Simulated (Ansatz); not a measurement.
```yaml
crystal:
  periodic: [false, false, false]
  atoms:
    - {symbol: As, position_ang: [-0.744500, -1.157993, 0.168189]}
    - {symbol: As, position_ang: [0.013762, 0.786745, 1.142044]}
    - {symbol: Te, position_ang: [0.730739, 0.371248, -1.310233]}
basis:
  gaussian: {orbitals: def2-mTZVPP}
total_charge: 1
magnetization: {spin_polarized: true, initial_magnetization: 1}
hamiltonian: {xc: {name: B3LYP}}
```

```sh
$ ansatz run in.yaml --threads 2 --pin off --events-out ev --progress --plain --max-ram 4352MiB
```

It prints (some lines left out):

```
Functional definition: B3LYP
1162 factors; integrals over basis functions are off by at most 5.3e-4 eV
mean field evaluation 1: about -128972.8613 eV, gradient 1.3e1 eV
mean field evaluation 2: about -128972.9754 eV, gradient 1.2e1 eV
mean field evaluation 4: about -128973.8374 eV, gradient 1.8e0 eV
mean field evaluation 8: about -128973.8741 eV, gradient 7.0e-2 eV
mean field evaluation 16: about -128973.8742 eV, gradient 6.4e-5 eV
mean field -128973.87421009 eV, -4739.7024555888 hartree, gradient 1.6e-5 eV, S^2 0.752815; 2 other end points of the search recorded, 0 dependent functions left out
reference -128973.87440831 eV, -4739.7024628736 hartree; 45, 44 occupied and 63, 64 virtual orbitals, 1162 factors
Total energy: -128973.87440831 eV, -4739.7024628736 hartree
```

Hardware: 2 threads of Arm Neoverse V1 on a shared host. Wall time 7 s.

In the def2 sets Te takes a core potential; there is no spin–orbit coupling. B3LYP takes the VWN-RPA correlation.
